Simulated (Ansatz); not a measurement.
Ideal-gas functions of `C=C=[N][AlH2]` at 400 K and 1 bar, from an Ansatz frequency run at PBE0-D4/def2-TZVP.

Molar mass 69.04 g/mol, point group C2v (symmetry number 2), electronic degeneracy 1, moments of inertia 5.75, 208.302, 214.051 u Å². Harmonic wavenumbers (cm⁻¹, unscaled): 103, 119, 327, 432, 555, 558, 572, 590, 620, 763, 987, 1268, 1447, 1962, 1974, 2216, 3193, 3286.

Use S(trans) = R[1.5 ln M + 2.5 ln T − 1.1517]; rotational temperatures θ = 24.2544 K / I; S(rot) = R[ln(√π/σ · √(T³/θAθBθC)) + 1.5]; for each mode x = 1.438777 ν̃/T, S = R[x/(eˣ − 1) − ln(1 − e⁻ˣ)] and H = RT x/(eˣ − 1); 1 cm⁻¹ = 0.0119627 kJ/mol; R = 8.31446 J/(mol·K).

By hand: the entropy, in J/(mol·K).

Translation 167.8. Rotation: θ = 4.2182, 0.1164, 0.1133 K, giving 98.2. Vibration, mode by mode: 16.62, 15.43, 7.43, 5.44, 3.82, 3.79, 3.64, 3.46, 3.18, 2.12, 1.12, 0.49, 0.28, 0.06, 0.06, 0.03, 0.00, 0.00, in all 67.0. Electronic 0.0. Sum 333.0 J/(mol·K).

By hand: H − E and G − E in kJ/mol, counted from the electronic energy.

Zero-point energy ½ × 20972 × 0.0119627 = 125.4; thermal vibration 14.8; translation, rotation and pV give 4 RT = 13.3. H − E = 153.5 kJ/mol, and G − E = 153.5 − 400 × 333.0/1000 = 20.3 kJ/mol.

Vibration gives 20 % of the entropy, 32.1 J/(mol·K) of it from the modes under 150 cm⁻¹: soft modes count most, and the harmonic formula is weakest for them.
